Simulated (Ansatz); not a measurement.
Gas-phase reaction in SMILES: CB(F)F [difluoro(methyl)borane] → C[B]F + F atom (the B-F bond at the site shown breaks; other sites are not compared here)
Structures are relaxed separately at B3LYP-D3(BJ)/def2-TZVP in Ansatz (an electronic-structure program).

Wanted: bond dissociation energy (electronic energy difference), in kcal/mol. Valence correlation only, unless marked. Open shells are spin-unrestricted. Spin-orbit coupling is left out. No relativistic terms. CBS(X,Y): correlation extrapolated as X^-3; Hartree-Fock from the larger set. [CCSD(T)-MP2]/basis is that difference in the basis named.

```csv
level,program,bond dissociation energy (kcal/mol)
r2SCAN0/def2-TZVPD,Ansatz,?
CCSD/6-31G,Ansatz,?
"RI-MP2/CBS(cc-pVTZ,cc-pVQZ)+[CCSD(T)-MP2]/cc-pVTZ",Ansatz,176.5
```

Q: Some entries are withheld; supply them.

A: 
- r2SCAN0/def2-TZVPD, bond dissociation energy (kcal/mol): 166.8
- CCSD/6-31G, bond dissociation energy (kcal/mol): 148.1
